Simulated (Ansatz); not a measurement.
Species: sum formula SiHF, net charge 1, doublet state. 
Structure (B3LYP-D3(BJ)/def2-TZVP (Ansatz, a quantum-chemistry and plane-wave program) minimum search):
```xyz
3

Si    -0.2631    -0.3345     0.3603
H     -1.0759    -1.3298    -0.4510
F      0.5288     0.6681    -0.5104
```
Charge +1, spin multiplicity 2.

Basis-set convergence of Hartree-Fock and CCSD correlation energies (hartree) with Ansatz. Correlated levels leave the core frozen unless marked. Open shells are spin-unrestricted. Spin-orbit coupling is left out. No relativistic terms.

```csv
basis,functions,E(HF),"E(corr, CCSD)"
aug-cc-pV(D+d)Z,64,-388.65926,-0.27871
aug-cc-pV(T+d)Z,124,-388.70323,-0.34124
aug-cc-pV(Q+d)Z,215,-388.71449,-0.36375
```

Extrapolating the two largest sets (X = 3 and 4) as X^-3: E(corr) = (64·(-0.36375) - 27·(-0.34124))/37 = -0.3802 Eh, an estimate of the basis-set limit. The largest set recovers 95.7 % of it, the smallest 73.3 %.
